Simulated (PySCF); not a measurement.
Molecular orbitals of TeO

PBE0 at R = 1.853 Å; Te def2-SVP with ECP28, O def2-SVP; scalar-relativistic core potentials (PySCF 2.14). State: singlet, one real π or δ orbital doubly filled, a mixture of terms (⟨Lz²⟩ = 2.0), a second solution, started from another occupation. Only the outer orbitals are listed, counted within each symmetry, core potentials removing the inner ones.

| orbital | occ. | ε (eV) | on Te (%) | main shells (%) |
| --- | --- | --- | --- | --- |
| 5σ | 2 | -26.06 | 16 | 81 O s, 10 Te s |
| 6σ | 2 | -16.77 | 82 | 80 Te s, 12 O s |
| 7σ | 2 | -10.29 | 37 | 59 O p, 30 Te p |
| 3π | 2 | -9.66 | 39 | 61 O p, 37 Te p |
| 3π | 2 | -9.62 | 30 | 70 O p, 28 Te p |
| 4π | 2 | -5.92 | 73 | 72 Te p, 27 O p |
| 4π | 0 | -4.60 | 65 | 63 Te p, 35 O p |
| 8σ | 0 | -0.84 | 85 | 71 Te p, 19 O p, 9 Te d |
| 9σ | 0 | 5.59 | 101 | 100 Te s |

**Question.** Which are the highest filled and the lowest empty level, where do they sit, and how wide is the gap?

**Answer.** Highest filled 4π at -5.92 eV (in %: 72 Te p, 27 O p); lowest empty 4π at -4.60 eV (in %: 63 Te p, 35 O p); the gap at PBE0 is 1.32 eV. Both belong to one degenerate shell, split only by its one-sided filling, so this is no excitation gap.

| Item | Value |
| --- | --- |
| bond order (Mayer) | 1.93 |
| ⟨S²⟩ | 0.000 |
| charge on Te (Mulliken, basis-dependent) | 0.45 |
| charge on Te (Löwdin, basis-dependent) | 0.40 |
| dipole moment (positive dipole means Te(−)O(+)) | -3.02 D |

Shares are Mulliken populations and can fall outside 0 to 100 %.

Spin–orbit coupling is left out.
